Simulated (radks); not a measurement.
The numbers below are computed, except where a source is named.
Species: Cu22+. Configuration: [He] 2s2 2p3. Code: a radial shooting solver on a logarithmic mesh with Libxc functionals. Model: non-relativistic Kohn-Sham, PBE, spin-polarised, spherical densities, point nucleus; open shells are filled with parallel spins first.

Normalised radial functions P(r) = r R(r), r in bohr:

```
   r/bohr * 1s up, o 2s up, + 2p up (the largest magnitude, 3.9, reaches the edge; | marks zero, & curves that meet)
 0.003761                             + o    *
 0.004557                             +  o    *
 0.005521                             +  o      *
  0.00669                             +   o       *
 0.008171                             +   o         *
 0.009901                             +    o          *
    0.012                             |+    o           *
  0.01454                             |+    o             *
  0.01761                             |+     o               *
  0.02134                             | +     o               *
  0.02607                             |  +    o                 *
  0.03158                             |  +    o                  *
  0.03827                             |    + o                   *
  0.04637                             |     &                   *
  0.05618                             |   o   +               *
  0.06862                             |o        +         *
  0.08315                          o  |           +   *
   0.1007                      o      |           *+
   0.1221                  o          |       *      +
   0.1479               o             |    *         +
   0.1807              o              | *            +
   0.2189              o              |*           +
   0.2652                o            *          +
   0.3214                   o         *       +
   0.3894                       o     *    +
   0.4756                          o  * +
   0.5763                            o*+
   0.6983                             &
```

1s up: eigenvalue -9974.0 eV, 0 radial nodes, <r> = 0.0528 bohr, 90 % of the charge inside 0.0939 bohr. 2s up: eigenvalue -2084.1 eV, 1 radial node at r = 0.0711 bohr, <r> = 0.225 bohr, 90 % of the charge inside 0.345 bohr. 2p up: eigenvalue -1993.4 eV, 0 radial nodes, <r> = 0.193 bohr, 90 % of the charge inside 0.311 bohr.
